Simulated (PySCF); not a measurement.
## Working out the ionisation energy of Ni⁺

Ni⁺ [Ar] 3d9 (2D) → Ni²⁺ [Ar] 3d8 (3F). All numbers are calculated (PySCF 2.14, the non-relativistic Hamiltonian (point nucleus), in 6-31G* (5s4p2d1f, 34 functions)). Frozen: [Ar]. Energies in hartree (1 hartree = 27.21139 eV):

```csv
part,Ni⁺ (lower),Ni²⁺ (upper)
UHF,-1506.269974,-1505.782960
MP2 opposite-spin,-0.125833,-0.078666
MP2 same-spin,-0.072194,-0.047645
```

**Question.** What does Hartree-Fock give?

**Answer.** (-1505.782960) − (-1506.269974) = 0.487014 hartree = 13.252 eV.

**Question.** What do MP2 and SCS-MP2 (6/5 opposite-spin, 1/3 same-spin) give?

**Answer.** The opposite-spin parts differ by 1.283 eV and the same-spin parts by 0.668 eV. MP2: 13.252 + (1.283) + (0.668) = 15.203 eV. SCS-MP2: 13.252 + 1.2 × (1.283) + (0.668)/3 = 15.014 eV.

Reference: 18.169 eV (measured; NIST Atomic Spectra Database, ionization energies), between the lowest levels; spin-orbit coupling is absent from the calculation.

The calculation is non-relativistic.

What remains against the reference includes basis incompleteness, the frozen core and correlation beyond second order.
